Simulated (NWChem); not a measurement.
System: AlHOBrCl; SMILES [OH][Al]([Cl])[Br]

The following NWChem deck was run.

```
start job
memory heap 200 mb stack 900 mb global 1100 mb
geometry units angstroms noautoz
  Al     0.460964    -0.670445     0.000000
  Cl    -1.006298    -2.164915     0.000000
  Br    -0.124178     1.506475     0.000000
  O      2.086331    -1.185844     0.000000
  H      2.831861    -0.564502     0.000000
end
basis spherical
  * library def2-svp
end
dft
  xc scan
  iterations 150
  mulliken
end
task dft gradient
```

Output (shortened):

```
             Northwest Computational Chemistry Package (NWChem) 7.3.0
             --------------------------------------------------------

 CS  symmetry detected

                             Geometry "geometry" -> ""
                             -------------------------

 Output coordinates in angstroms (scale by  1.889725989 to convert to a.u.)

  No.       Tag          Charge          X              Y              Z
 ---- ---------------- ---------- -------------- -------------- --------------
    1 Al                  13.0000     0.43368513    -0.61339627     0.00000000
    2 Cl                  17.0000    -0.96590586    -2.17142175     0.00000000
    3 Br                  35.0000    -0.24735520     1.53545364     0.00000000
    4 O                    8.0000     2.08029590    -1.05625854     0.00000000
    5 H                    1.0000     2.79755782    -0.40248779     0.00000000

 Effective nuclear repulsion energy (a.u.)     357.5912376557

      Symmetry information
      --------------------

 Group name             Cs
 Group number              2
 Group order               2
 No. of unique centers     5

                                 NWChem DFT Module
                                 -----------------

 Summary of "ao basis" -> "ao basis" (spherical)
 ------------------------------------------------------------------------------
       Tag                 Description            Shells   Functions and Types
 ---------------- ------------------------------  ------  ---------------------
 Al                         def2-svp                 8       18   4s3p1d
 Cl                         def2-svp                 8       18   4s3p1d
 Br                         def2-svp                12       32   5s4p3d
 O                          def2-svp                 6       14   3s2p1d
 H                          def2-svp                 3        5   2s1p

      Symmetry analysis of basis
      --------------------------

        a'         62
        a"         25

            General Information
            -------------------
          SCF calculation type: DFT
          Wavefunction type:  closed shell.
          No. of atoms     :     5
          No. of electrons :    74
           Alpha electrons :    37
            Beta electrons :    37
          Charge           :     0
          Spin multiplicity:     1
          Use of symmetry is: on ; symmetry adaption is: on
          Maximum number of iterations: 150
          AO basis - number of functions:    87
                     number of shells:    37
          Convergence on energy requested:  1.00D-06
          Convergence on density requested:  1.00D-05
          Convergence on gradient requested:  5.00D-04

              XC Information
              --------------
                         SCAN Method XC Functional
                  SCAN metaGGA Exchange Functional  1.000
                        SCAN Correlation Potential  1.000

             Grid Information
             ----------------
          Grid used for XC integration:  medium
          Radial quadrature: Mura-Knowles
          Angular quadrature: Lebedev.
          Tag              B.-S. Rad. Rad. Pts. Rad. Cut. Ang. Pts.
          ---              ---------- --------- --------- ---------
          Al                  1.25       88           8.0       590
          Cl                  1.00       88          11.0       590
          Br                  1.15      112          10.0       590
          O                   0.60       49          10.0       434
          H                   0.35       45          10.0       434
          Grid pruning is: on
          Number of quadrature shells:   382
          Spatial weights used:  Erf1

      Superposition of Atomic Density Guess
      -------------------------------------

 Sum of atomic energies:       -3348.39117781

      Non-variational initial energy
      ------------------------------

 Total energy =   -3349.076861
 1-e energy   =   -5369.993468
 2-e energy   =    1663.325369
 HOMO         =      -0.411158
 LUMO         =      -0.028862

      Symmetry analysis of molecular orbitals - initial
      -------------------------------------------------

  Numbering of irreducible representations:

     1 a'          2 a"

  Orbital symmetries:

     1 a'          2 a'          3 a'          4 a'          5 a'
     6 a"          7 a'          8 a'          9 a'         10 a'
    11 a'         12 a'         13 a"         14 a'         15 a'
    16 a"         17 a'         18 a'         19 a'         20 a"
    21 a'         22 a'         23 a"         24 a'         25 a"
    26 a'         27 a'         28 a'         29 a'         30 a'
    31 a'         32 a"         33 a'         34 a"         35 a'
    36 a"         37 a'         38 a'         39 a"         40 a'
    41 a'         42 a'         43 a'         44 a'         45 a"
    46 a'         47 a"

     ---------------------------------------------
      Total Density - Mulliken Population Analysis
     ---------------------------------------------

    Atom       Charge   Shell Charges
 -----------   ------   -------------------------------------------------------
    1 Al  13    11.59   2.00  1.99  0.65  0.05  5.93  0.50  0.27  0.21
    2 Cl  17    17.45   2.00  1.99  1.23  0.71  5.94  2.17  3.40  0.01
    3 Br  35    35.43   2.00  2.00  2.00  1.36  0.58  6.00  5.99  2.38  3.11  8.23  1.73  0.05
    4 O    8     8.89   1.99  1.11  0.65  3.14  2.01  0.00
    5 H    1     0.64   0.51  0.07  0.06

   convergence    iter        energy       DeltaE   RMS-Dens  Diis-err
 ---------------- ----- ----------------- --------- --------- ---------
 d= 0,ls=0.0,diis     1  -3352.3607160235 -3.71D+03  1.76D-02  7.99D-01
 d= 0,ls=0.0,diis     2  -3352.1545981576  2.06D-01  1.25D-02  2.68D+00
 d= 0,ls=0.0,diis     3  -3352.4386570358 -2.84D-01  2.93D-03  7.94D-02
 d= 0,ls=0.0,diis     4  -3352.4448324308 -6.18D-03  1.45D-03  1.76D-02
 d= 0,ls=0.0,diis     5  -3352.4472034479 -2.37D-03  2.18D-04  3.62D-04
  Resetting Diis
 d= 0,ls=0.0,diis     6  -3352.4472570648 -5.36D-05  3.72D-05  6.46D-06
 d= 0,ls=0.0,diis     7  -3352.4472578468 -7.82D-07  2.93D-05  1.41D-06
 d= 0,ls=0.0,diis     8  -3352.4472577104  1.36D-07  1.62D-05  2.52D-06
 d= 0,ls=0.0,diis     9  -3352.4472580565 -3.46D-07  1.53D-06  4.15D-08

         Total DFT energy =    -3352.447258056489
      One electron energy =    -5372.535847085662
           Coulomb energy =     1810.074316637733
    Exchange-Corr. energy =     -147.576965264285
 Nuclear repulsion energy =      357.591237655725

 Numeric. integr. density =       73.999998420307

                  Occupations of the irreducible representations
                  ----------------------------------------------

                     irrep           alpha         beta
                     --------     --------     --------
                     a'               28.0         28.0
                     a"                9.0          9.0

                       DFT Final Molecular Orbital Analysis
                       ------------------------------------

 Vector   35  Occ=2.000000D+00  E=-3.014698D-01  Symmetry=a"
              MO Center=  4.9D-01, -1.4D+00, -4.5D-15, r^2= 3.9D+00
   Bfn.  Coefficient  Atom+Function         Bfn.  Coefficient  Atom+Function
  ----- ------------  ---------------      ----- ------------  ---------------
    31      0.457984  2 Cl pz                74     -0.419748  4 O  pz
    28      0.327149  2 Cl pz                77     -0.321252  4 O  pz
    25      0.192050  2 Cl pz                53     -0.138487  3 Br pz
    50     -0.128047  3 Br pz                47      0.084769  3 Br pz
    17      0.069514  1 Al d  1              10     -0.038098  1 Al pz

 Vector   36  Occ=2.000000D+00  E=-2.929649D-01  Symmetry=a"
              MO Center=  2.0D-01,  9.4D-01, -1.8D-14, r^2= 3.2D+00
   Bfn.  Coefficient  Atom+Function         Bfn.  Coefficient  Atom+Function
  ----- ------------  ---------------      ----- ------------  ---------------
    53      0.538742  3 Br pz                50      0.473585  3 Br pz
    47     -0.315096  3 Br pz                74     -0.275456  4 O  pz
    77     -0.212358  4 O  pz                44      0.102469  3 Br pz
    31     -0.076798  2 Cl pz                28     -0.055681  2 Cl pz
    15      0.053577  1 Al d -1              17      0.040340  1 Al d  1

 Vector   37  Occ=2.000000D+00  E=-2.849561D-01  Symmetry=a'
              MO Center= -1.4D-01,  6.8D-01, -5.8D-16, r^2= 4.0D+00
   Bfn.  Coefficient  Atom+Function         Bfn.  Coefficient  Atom+Function
  ----- ------------  ---------------      ----- ------------  ---------------
    51      0.500363  3 Br px                48      0.452145  3 Br px
    45     -0.298627  3 Br px                30      0.221321  2 Cl py
    73     -0.169708  4 O  py                27      0.163116  2 Cl py
    29     -0.156653  2 Cl px                52      0.151998  3 Br py
    49      0.138720  3 Br py                76     -0.129136  4 O  py

 Vector   38  Occ=0.000000D+00  E=-5.446022D-02  Symmetry=a'
              MO Center=  3.8D-01, -3.9D-01, -8.7D-15, r^2= 4.4D+00
   Bfn.  Coefficient  Atom+Function         Bfn.  Coefficient  Atom+Function
  ----- ------------  ---------------      ----- ------------  ---------------
     4      0.945262  1 Al s                  3      0.477394  1 Al s
    52      0.396505  3 Br py                71     -0.293465  4 O  s
    41     -0.289567  3 Br s                  2      0.287684  1 Al s
    30     -0.251254  2 Cl py                40     -0.241465  3 Br s
    22     -0.238298  2 Cl s                 49      0.213858  3 Br py

 Vector   39  Occ=0.000000D+00  E=-3.587661D-02  Symmetry=a"
              MO Center=  3.5D-01, -5.3D-01,  1.2D-13, r^2= 3.9D+00
   Bfn.  Coefficient  Atom+Function         Bfn.  Coefficient  Atom+Function
  ----- ------------  ---------------      ----- ------------  ---------------
    13      0.732686  1 Al pz                10      0.433088  1 Al pz
    31     -0.267316  2 Cl pz                53     -0.260117  3 Br pz
    74     -0.213685  4 O  pz                77     -0.211541  4 O  pz
     7     -0.201671  1 Al pz                50     -0.171956  3 Br pz
    28     -0.148677  2 Cl pz                47      0.108361  3 Br pz

 Vector   40  Occ=0.000000D+00  E= 4.617174D-02  Symmetry=a'
              MO Center=  1.0D+00, -2.2D-01, -3.4D-16, r^2= 5.4D+00
   Bfn.  Coefficient  Atom+Function         Bfn.  Coefficient  Atom+Function
  ----- ------------  ---------------      ----- ------------  ---------------
    11      0.891537  1 Al px                71     -0.575408  4 O  s
     3     -0.438710  1 Al s                 84      0.423917  5 H  s
    22      0.341349  2 Cl s                 30      0.297607  2 Cl py
     8      0.238624  1 Al px                52     -0.220037  3 Br py
    51     -0.192787  3 Br px                73     -0.155483  4 O  py

     ---------------------------------------------
      Total Density - Mulliken Population Analysis
     ---------------------------------------------

    Atom       Charge   Shell Charges
 -----------   ------   -------------------------------------------------------
    1 Al  13    12.16   2.00  1.98  0.73 -0.04  5.93  0.80  0.41  0.34
    2 Cl  17    17.28   2.00  1.99  1.24  0.72  5.93  2.15  3.25  0.01
    3 Br  35    35.30   2.00  2.00  1.99  1.42  0.53  6.00  5.98  2.39  2.96  8.20  1.74  0.09
    4 O    8     8.47   1.99  1.07  0.67  2.86  1.87  0.01
    5 H    1     0.78   0.66  0.05  0.07

     -------------------------------------------
      Total Density - Lowdin Population Analysis
     -------------------------------------------

    Atom       Charge   Shell Charges
 -----------   ------   -------------------------------------------------------
    1 Al  13    12.76   2.00  1.93  0.54  0.21  5.81  0.94  0.76  0.57
    2 Cl  17    17.04   2.00  1.96  1.03  0.79  5.82  2.25  3.18  0.01
    3 Br  35    35.08   2.00  2.00  1.96  1.12  0.72  5.99  5.82  2.48  2.97  7.84  2.03  0.15
    4 O    8     8.23   1.97  0.88  0.60  2.70  2.07  0.01
    5 H    1     0.90   0.55  0.17  0.18

     Multipole analysis of the density
     ---------------------------------

     L   x y z        total         alpha         beta         nuclear
     -   - - -        -----         -----         ----         -------
     0   0 0 0     -0.000000    -37.000000    -37.000000     74.000000

     1   1 0 0      0.625019      0.312510      0.312510      0.000000
     1   0 1 0      0.454657      0.227328      0.227328      0.000000
     1   0 0 1      0.000000      0.000000      0.000000      0.000000

     2   2 0 0    -34.207552   -129.403884   -129.403884    224.600216
     2   1 1 0      1.411129      0.349116      0.349116      0.712897
     2   1 0 1      0.000000      0.000000      0.000000      0.000000
     2   0 2 0    -40.336847   -335.585580   -335.585580    630.834314
     2   0 1 1      0.000000      0.000000      0.000000      0.000000
     2   0 0 2    -33.954449    -16.977224    -16.977224      0.000000

            General Information
            -------------------
          SCF calculation type: DFT
          Wavefunction type:  closed shell.
          No. of atoms     :     5
          No. of electrons :    74
           Alpha electrons :    37
            Beta electrons :    37
          Charge           :     0
          Spin multiplicity:     1
          Use of symmetry is: on ; symmetry adaption is: on
          Maximum number of iterations: 150
          AO basis - number of functions:    87
                     number of shells:    37
          Convergence on energy requested:  1.00D-06
          Convergence on density requested:  1.00D-05
          Convergence on gradient requested:  5.00D-04

              XC Information
              --------------
                         SCAN Method XC Functional
                  SCAN metaGGA Exchange Functional  1.000
                        SCAN Correlation Potential  1.000

             Grid Information
             ----------------
          Grid used for XC integration:  medium
          Radial quadrature: Mura-Knowles
          Angular quadrature: Lebedev.
          Tag              B.-S. Rad. Rad. Pts. Rad. Cut. Ang. Pts.
          ---              ---------- --------- --------- ---------
          Al                  1.25       88           8.0       590
          Cl                  1.00       88          11.0       590
          Br                  1.15      112          10.0       590
          O                   0.60       49          10.0       434
          H                   0.35       45          10.0       434
          Grid pruning is: on
          Number of quadrature shells:   382
          Spatial weights used:  Erf1

          Convergence Information
          -----------------------
          Convergence aids based upon iterative change in
          total energy or number of iterations.
          Levelshifting, if invoked, occurs when the
          HOMO/LUMO gap drops below (HL_TOL):  1.00D-02
          DIIS, if invoked, will attempt to extrapolate
          using up to (NFOCK): 10 stored Fock matrices.

[...]

                         DFT ENERGY GRADIENTS

    atom               coordinates                        gradient
                 x          y          z           x          y          z
   1 Al      0.819546  -1.159151   0.000000   -0.003315   0.002186   0.000000
   2 Cl     -1.825297  -4.103392   0.000000   -0.003135  -0.003938   0.000000
   3 Br     -0.467434   2.901587   0.000000   -0.001610   0.004738   0.000000
   4 O       3.931189  -1.996039   0.000000    0.002999  -0.008602   0.000000
   5 H       5.286618  -0.760592   0.000000    0.005060   0.005616   0.000000
```

Level: SCAN/def2-SVP. Geometry: optimised at PBE-D3(BJ)/def2-SVP.
